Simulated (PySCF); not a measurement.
PySCF 2.14 output of an unrestricted TPSS calculation on a single atom or ion in cc-pVDZ-DK, with the spin-free X2C one-electron Hamiltonian (Gaussian nucleus):

```
SCF conv_tol = 1e-09
number electrons alpha = 15  beta = 15
    J. Tao, J. P. Perdew, V. N. Staroverov, and G. E. Scuseria.,  Phys. Rev. Lett. 91, 146401 (2003)
    J. P. Perdew, J. Tao, V. N. Staroverov, and G. E. Scuseria.,  J. Chem. Phys. 120, 6898 (2004)
    J. Tao, J. P. Perdew, V. N. Staroverov, and G. E. Scuseria.,  Phys. Rev. Lett. 91, 146401 (2003)
    J. P. Perdew, J. Tao, V. N. Staroverov, and G. E. Scuseria.,  J. Chem. Phys. 120, 6898 (2004)
cycle= 1 E= -1943.50066554006  delta_E= -0.00992  |g|= 0.0857  |ddm|= 0.679
cycle= 2 E= -1943.50237351246  delta_E= -0.00171  |g|= 0.055  |ddm|= 0.312
cycle= 3 E= -1943.50375163172  delta_E= -0.00138  |g|= 0.000446  |ddm|= 0.149
cycle= 4 E= -1943.50375173105  delta_E= -9.93e-08  |g|= 1.78e-06  |ddm|= 0.00177
cycle= 5 E= -1943.50375173105  delta_E= -1.14e-12  |g|= 3.14e-08  |ddm|= 1.82e-05
converged SCF energy = -1943.50375173105  <S^2> = -5.3290705e-15  2S+1 = 1
```

The run itself started from symmetry-adapted Hartree-Fock orbitals and held the occupation by maximum overlap, on a logarithmic radial grid, so the iterations belong to that start.

Task: Which element, charge and spin multiplicity is this?

Result: Ga+ (gallium, charge +1), multiplicity 1; the state was [Ar] 3d10 4s2, closed-shell 1S.
